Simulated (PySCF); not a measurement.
# One molecule, several mistakes: BCGeH7N

All numbers below are calculated, not measured. The program is PySCF 2.14.0, an open-source quantum chemistry code, run on an isolated molecule that a program drew, which may never have been made. The molecule is BCGeH7N (charge 0, doublet), drawn as the SMILES string `[BH]C[NH][GeH3]`.

Each row is a Hartree-Fock (HF) and frozen-core CCSD(T) single point in the cc-pVDZ basis, meant for a local HF minimum. Run 1 is clean. Each other run has one planted mistake out of seven kinds, and not every kind appears here: one electron removed, one electron added, multiplicity raised by two, geometry at a saddle point, minimal basis STO-3G, one bond length entered in bohr, all coordinates scaled. The reference is restricted for singlets and unrestricted otherwise, and also for a bond in bohr. Adding or removing an electron swaps singlet and doublet. Electrons count all cores. HOMO and LUMO are orbital energies over both spins, the gradient is its largest component, and the lowest frequency (negative if imaginary) is given only where the gradient is small. Bond lengths are over the 10 bonds as drawn. T1 is the CCSD diagnostic: over 0.02 (restricted) or 0.045 (unrestricted) a single reference is doubtful. Germanium has the cc-pVDZ-PP basis, with a core potential (ECP10MDF) in place of its 10 inner electrons, and its 3s, 3p and 3d shells are frozen in CCSD(T).

Geometry of the clean run:
```xyz
11
BCGeH7N, angstrom
B     2.6516   -0.4412    0.8478
C     1.2461    0.2247    0.7065
N     0.1002   -0.6349    0.4671
Ge    0.1563   -2.1250   -0.6134
H     3.6542    0.1327    1.1637
H     1.0869    0.8147    1.6215
H     1.3987    0.9833   -0.0870
H    -0.7425   -0.1034    0.3467
H    -1.3051   -2.4446   -0.9458
H     0.9360   -1.8760   -1.9167
H     0.7961   -3.2985    0.1280
```

| run | electrons | basis functions | <S^2> | HOMO (eV) | LUMO (eV) | gradient (hartree/bohr) | lowest frequency (cm^-1) | mean bond (Å) | longest bond (Å) | T1 | HF (hartree) | CCSD(T) (hartree) | mistake |
|---|---|---|---|---|---|---|---|---|---|---|---|---|---|
| 1 | 57 | 100 | 0.753 | -9.05 | 2.09 | 1.1e-05 | 101 | 1.3865 | 1.842 | 0.0121 | -414.36709 | -414.90961 | no fault |
| 2 | 58 | 100 | 0.000 | 0.34 | 8.37 | 5.3e-02 | - | 1.3865 | 1.842 | 0.0159 | -414.30534 | -414.88996 | one electron added |
| 3 | 56 | 100 | 0.000 | -14.89 | -6.54 | 8.2e-02 | - | 1.3865 | 1.842 | 0.0246 | -414.07988 | -414.61634 | ? |
| 4 | 57 | 100 | 3.780 | -4.81 | -0.51 | 6.1e-02 | - | 1.3865 | 1.842 | 0.0264 | -414.22896 | -414.75414 | ? |

**Which mistake was planted in run 3, and what did it cost?**

It counts 56 electrons, one fewer than the clean run, at the same geometry and basis. So the mistake is: one electron removed. Subtracting run 1 and multiplying by 627.51 kcal/mol a hartree, the energy moved by 180.2 kcal/mol in HF and 184.0 kcal/mol in CCSD(T).

**Which mistake was planted in run 4, and what did it cost?**

Electrons, basis and geometry are unchanged, and <S^2> is 3.780, beside S(S+1) = 3.75 for a multiplicity of 4. So the mistake is: multiplicity raised by two. Subtracting run 1 and multiplying by 627.51 kcal/mol a hartree, the energy moved by 86.7 kcal/mol in HF and 97.6 kcal/mol in CCSD(T).

Cautions from the logs. Run 2: the HOMO is above zero, so the electron isn't bound and the energy depends on the basis; run 3: T1 is over the limit, so its CCSD(T) energy is less reliable.
